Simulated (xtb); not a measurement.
CH₅S, SMILES C[SH2+], charge +1. All values are semi-empirical tight-binding results from xtb (GFN2-xTB unless named), good for trends rather than for accurate numbers. The structure is a stationary point at GFN2-xTB. The isomer is the one that the SMILES or the coordinates give; other isomers of the formula were not compared.

* **point group as xtb finds it**: Cs
* **orbital gap**: 6.48 eV
* **zero-point energy**: 33.3 kcal/mol
* **G − E(el) at 298.15 K (modified RRHO)**: 18.0 kcal/mol
* **static polarisability (D4 model)**: 34.9 bohr³
* **solvation energy, GFN2-xTB/ALPB(water)**: -69.0 kcal/mol
* **solvation energy, GFN2-xTB/ALPB(toluene)**: -50.1 kcal/mol
